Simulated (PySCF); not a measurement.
# TcS(OH)₂, quartet: computed properties

All numbers come from PySCF, UPBE0, basis Tc def2-SVP with ECP28, S def2-SVP, O def2-SVP, H def2-SVP (scalar-relativistic core potentials, no spin–orbit coupling, density fitting).

The structure is a higher-order saddle point with 2 imaginary modes.

```xyz
6
charge 0 multiplicity 4, angstrom
Tc    0.1171    0.2091    0.0000
S    -0.9161   -1.6114    0.0000
O     1.9782    0.0765    0.0000
O    -0.9859    1.7322    0.0000
H     2.4955   -0.7365    0.0000
H    -0.6553    2.6379    0.0000
```

```json
{
  "Point group": "Cs",
  "Bond lengths": "O–H 0.964 Å (×2), Tc–O 1.866 Å, Tc–O 1.881 Å, Tc–S 2.093 Å",
  "Bond angles": "H–O–Tc 124.0°, H–O–Tc 126.5°, O–Tc–O 130.0°, O–Tc–S 114.5°, O–Tc–S 115.5°",
  "Lowest empty level (β)": "-2.89 eV",
  "Spin squared ⟨S²⟩": "3.779",
  "Highest occupied level (α)": "-6.09 eV",
  "Dipole moment": "2.84 D",
  "Principal polarisabilities": "37.0, 53.8, 77.4 bohr³",
  "Rotational constants": "0.1651, 0.1095, 0.06584 cm⁻¹",
  "Atomisation energy without zero-point energy": "2010 kJ/mol",
  "Principal quadrupole moments (Buckingham, traceless) about the centre of mass": "-5.43, -2.25, 7.68 D Å",
  "Zero-point energy (real modes)": "68.1 kJ/mol"
}
```

Harmonic modes (masses in u: Tc 98.907, S 31.972, O 15.995, H 1.008):
```json
{"symmetry": "a''", "ω (cm⁻¹)": "448i", "IR (km/mol)": "–"}
{"symmetry": "a''", "ω (cm⁻¹)": "398i", "IR (km/mol)": "–"}
{"symmetry": "a''", "ω (cm⁻¹)": "111", "IR (km/mol)": "2.2"}
{"symmetry": "a'", "ω (cm⁻¹)": "171", "IR (km/mol)": "4.9"}
{"symmetry": "a'", "ω (cm⁻¹)": "184", "IR (km/mol)": "7.8"}
{"symmetry": "a'", "ω (cm⁻¹)": "520", "IR (km/mol)": "148"}
{"symmetry": "a'", "ω (cm⁻¹)": "563", "IR (km/mol)": "19.8"}
{"symmetry": "a'", "ω (cm⁻¹)": "588", "IR (km/mol)": "206"}
{"symmetry": "a'", "ω (cm⁻¹)": "699", "IR (km/mol)": "115"}
{"symmetry": "a'", "ω (cm⁻¹)": "739", "IR (km/mol)": "76.8"}
{"symmetry": "a'", "ω (cm⁻¹)": "3903", "IR (km/mol)": "289"}
{"symmetry": "a'", "ω (cm⁻¹)": "3914", "IR (km/mol)": "218"}
```

Charges (e):
```csv
atom,Mulliken,Löwdin,polar tensor,spin (Mulliken),Mayer order to Tc1
Tc1,0.62,-0.15,1.40,2.61,–
S2,-0.15,0.22,-0.46,0.19,2.22
O3,-0.47,-0.14,-0.82,0.10,1.11
O4,-0.46,-0.15,-0.85,0.11,1.05
H5,0.23,0.12,0.36,0.00,0.03
H6,0.22,0.11,0.37,0.00,0.04
```
Other Mayer orders above 0.3: O–H 0.92 (×2).

Mulliken populations on Tc1 (electrons outside its core potential): s 2.44, p 6.51, d 5.40, f 0.03.

Only a few start shapes were tried, so a lower isomer may exist. Other spin states or occupations of the open shell can lie lower. At this level a quartet minimum of C2 symmetry lies 27 kJ/mol below this structure.

The final relaxation and frequency run took about 6 core-minutes on a shared host.
